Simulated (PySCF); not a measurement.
Geometries of 2 isomers of C5H3F5O, from PBE0-D3(BJ)/def2-SVP geometry optimisation, gas phase (PySCF 2.14.0). One conformer each, no zero-point energy, no frequencies.

Task: Which is lower in electronic energy at this level?
A.
```xyz
14
angstrom
F      2.105    1.984   -0.450
C      1.185    1.049   -0.399
C     -0.101    1.173   -0.090
C     -0.704   -0.187   -0.238
F     -1.648   -0.207   -1.228
C     -1.413   -0.704    1.023
F     -2.389    0.133    1.377
F     -0.545   -0.776    2.030
F     -1.937   -1.904    0.829
O      0.328   -1.054   -0.547
C      1.543   -0.364   -0.718
H     -0.657    2.069    0.173
H      1.925   -0.472   -1.748
H      2.304   -0.762   -0.025
```
B.
```xyz
14
angstrom
F      3.748   -0.075    1.226
C      2.453    0.153    1.089
C      1.753   -0.307    0.041
F      2.366   -1.022   -0.903
C      0.338   -0.074   -0.142
C     -0.323   -0.563   -1.199
O     -1.649   -0.412   -1.494
C     -2.458    0.351   -0.729
F     -3.660    0.313   -1.259
F     -2.048    1.617   -0.682
F     -2.528   -0.094    0.525
H      1.997    0.739    1.888
H     -0.159    0.521    0.625
H      0.163   -1.164   -1.968
```

Result: A. That is `FC1=C[C@](F)(C(F)(F)F)OC1`, 17.7 kcal/mol below the other.

```tsv
SMILES	atoms numbered as above	E (Eh)	relative (kcal/mol)	relative (kJ/mol)	dipole (D)
FC1=C[C@](F)(C(F)(F)F)OC1	[F:1][C:2]1=[CH:3][C@:4]([F:5])([C:6]([F:7])([F:8])[F:9])[O:10][CH2:11]1	-765.41646	0.0	0.0	2.74
F/C=C(F)/C=C/OC(F)(F)F	[F:1]/[CH:2]=[C:3]([F:4])/[CH:5]=[CH:6]/[O:7][C:8]([F:9])([F:10])[F:11]	-765.38828	17.7	74.0	0.97
```
